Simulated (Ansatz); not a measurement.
**Which is lower?**

Two relaxed structures of CHOSe, doublet (PBE0-D4/def2-TZVP; forces vanish, vibrations not checked).

A:

```xyz
4
angstrom
O -1.4384 -0.0165 0.0728
C -2.5609 -0.0698 0.0867
Se 2.7091 -0.0008 -0.0624
H 1.2398 0.0166 -0.0039
```

B:

```
4
angstrom
O -1.1631 -0.3995 0.5023
C -0.2011 0.0336 -0.0509
Se 1.6049 -0.3283 0.4866
H -0.2407 0.6942 -0.9380
```

Program: Ansatz 0.2.0. Basis: def2-TZVPP. Cores are frozen in the correlated methods; orbitals are unrestricted. Filled d shells of the heavier atoms are correlated. The def2 sets are not built for correlating such inner shells, so the correlated values are less sure here. B3LYP uses VWN-RPA correlation.

(1) Which structure is lower at CCSD(T), and by how much? (Judge from chemistry; the value comes from the calculation.)

(2) Do the other methods give the same order? (A judgement: the text doesn't fix the answer.)

T1 diagnostic: at most 0.016. ⟨S²⟩ of the unrestricted Hartree–Fock references: 0.76 (a pure state has 0.75).

Results:

(1) The calculation gives: A, by 0.042 eV (electronic energy, against the other); a gap this small isn't resolved in one triple-zeta basis. By their contacts, A is a complex of HSe + CO and B is CHOSe ([O][CH][Se]).

(2) By the calculation: Not all: PBE-D4, r2SCAN-D4, PBE0-D4, B3LYP-D4, wB97M-V, MP2 give the other order.

```
   method  E(B) − E(A) (eV)
   PBE-D4            -0.630
r2SCAN-D4            -0.496
  PBE0-D4            -0.451
 B3LYP-D4            -0.265
  wB97M-V            -0.031
       HF             0.582
      MP2            -0.075
     CCSD             0.127
  CCSD(T)             0.042
```

Labels in which every atom is bracketed show which atoms are joined, not bond orders.

For scale, one of the runs: CCSD(T)/def2-TZVPP, 124 basis functions, launched by `ansatz run in.yaml --threads 2 --pin off --events-out ev --progress --plain --max-ram 4352MiB`. Hardware: 2 CPU threads of an Arm Neoverse V2, shared host. Wall time 92 s; peak host memory 1.4 GiB.
